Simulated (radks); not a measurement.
The numbers below are computed, except where a source is named.
Valence configurations of Nb II (all share [Kr]). Level of theory: scalar-relativistic Kohn-Sham, SCAN, spin-unpolarised, spherical densities, finite nucleus; meta-GGA in the generalised Kohn-Sham scheme; Fermi nuclear charge, rms radius 4.324 fm (a radial shooting solver on a logarithmic mesh with Libxc functionals). Energies are relative to 4d4; eigenvalues in eV.

valence          E (eV)    e(4d)   e(5p)    e(5s)
4d4               0.000   -9.136       -        -
4d3.5 5p0.5       2.047  -10.714  -6.234        -
4d2 5p2          10.807  -15.629  -8.393        -
4d2 5s2           1.793  -13.684       -  -11.820
4d3 5s1           0.479  -11.316       -  -10.467
4d3 5p1           4.506  -12.326  -6.957        -
4d3.5 5s0.5       0.138  -10.201       -   -9.716
4d2.5 5s1 5p0.5   3.189  -12.981  -7.144  -11.475

NIST lists [Kr] 4d4 as the ground configuration; this level of theory agrees among the configurations tried. The energies are those of spherical spin-averaged densities, not of single terms.
